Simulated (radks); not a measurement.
Isoelectronic series with 9 electrons, all held in the configuration [He] 2s2 2p5, which need not be the ground one along the series. Method: scalar-relativistic Kohn-Sham, PBE, spin-polarised, spherical densities, point nucleus; open shells are filled with parallel spins first (spin-orbit coupling, left out, can overturn this in heavy ions); computed with a radial shooting solver on a logarithmic mesh with Libxc functionals. Total energies (hartree) and mean radii <r> (bohr) (* marks an orbital that is empty in some or all of the ions):

| ion | E (hartree) | 3p up* | 3s down* | 3s up* | 2p down | 2p up | 2s down | 2s up |
|---|---|---|---|---|---|---|---|---|
| Sn41+ | -4475.96909 | 0.2784 | 0.2898 | 0.2896 | 0.1062 | 0.1060 | 0.1223 | 0.1222 |
| Sb42+ | -4669.90122 | 0.2720 | 0.2831 | 0.2829 | 0.1038 | 0.1037 | 0.1195 | 0.1194 |
| Te43+ | -4868.35909 | 0.2659 | 0.2767 | 0.2764 | 0.1015 | 0.1014 | 0.1168 | 0.1167 |
| I44+ | -5071.37970 | 0.2600 | 0.2705 | 0.2702 | 0.09935 | 0.09924 | 0.1142 | 0.1141 |
| Xe45+ | -5279.00134 | 0.2544 | 0.2645 | 0.2643 | 0.09726 | 0.09715 | 0.1117 | 0.1117 |
| Cs46+ | -5491.2636 | 0.2490 | 0.2588 | 0.2586 | 0.09525 | 0.09515 | 0.1094 | 0.1093 |
| Ba47+ | -5708.2075 | 0.2438 | 0.2533 | 0.2531 | 0.09331 | 0.09321 | 0.1070 | 0.1070 |
| La48+ | -5929.8754 | 0.2388 | 0.2480 | 0.2478 | 0.09145 | 0.09135 | 0.1048 | 0.1047 |
| Ce49+ | -6156.3110 | 0.2340 | 0.2429 | 0.2427 | 0.08965 | 0.08956 | 0.1027 | 0.1026 |
| Pr50+ | -6387.5599 | 0.2293 | 0.2380 | 0.2378 | 0.08791 | 0.08783 | 0.1006 | 0.1005 |
| Nd51+ | -6623.6688 | 0.2249 | 0.2332 | 0.2330 | 0.08624 | 0.08616 | 0.09860 | 0.09853 |
| Pm52+ | -6864.6864 | 0.2206 | 0.2286 | 0.2284 | 0.08462 | 0.08454 | 0.09665 | 0.09659 |
| Sm53+ | -7110.6630 | 0.2164 | 0.2242 | 0.2240 | 0.08306 | 0.08298 | 0.09477 | 0.09471 |
| Eu54+ | -7361.6505 | 0.2124 | 0.2199 | 0.2197 | 0.08155 | 0.08148 | 0.09295 | 0.09289 |
| Gd55+ | -7617.7029 | 0.2086 | 0.2157 | 0.2155 | 0.08009 | 0.08002 | 0.09118 | 0.09112 |
| Tb56+ | -7878.8760 | 0.2048 | 0.2117 | 0.2115 | 0.07867 | 0.07860 | 0.08947 | 0.08941 |
| Dy57+ | -8145.2276 | 0.2012 | 0.2078 | 0.2076 | 0.07730 | 0.07723 | 0.08780 | 0.08774 |
